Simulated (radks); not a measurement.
The numbers below are computed, except where a source is named.
The arsenic anion As3-, [Kr], held by a Watson sphere: a shell of charge +2.11 at radius R that stands for the Madelung well of a crystal (potential energy -2.11/R inside, -2.11/r outside, in hartree with lengths in bohr). Code: a radial shooting solver on a logarithmic mesh with Libxc functionals. Model: scalar-relativistic Kohn-Sham, LDA (Slater exchange, VWN5 correlation), spin-polarised, spherical densities, point nucleus.

R (bohr)  e(3d) (eV)  e(4s) (eV)  e(4p) (eV)  <r> 4p (bohr)  sum of <r^2> (bohr^2)  X-ray form factor at sin(theta)/lambda = 0.1 1/angstrom
2.66         -32.855      -8.973      -0.621          2.829                  77.51                                                   31.763
2.68         -32.852      -8.947      -0.612          2.837                  77.88                                                   31.751
3.39         -32.983      -8.261      -0.266          3.123                  91.84                                                   31.369
3.96         -33.178      -7.980      -0.035          3.353                  104.5                                                   31.118
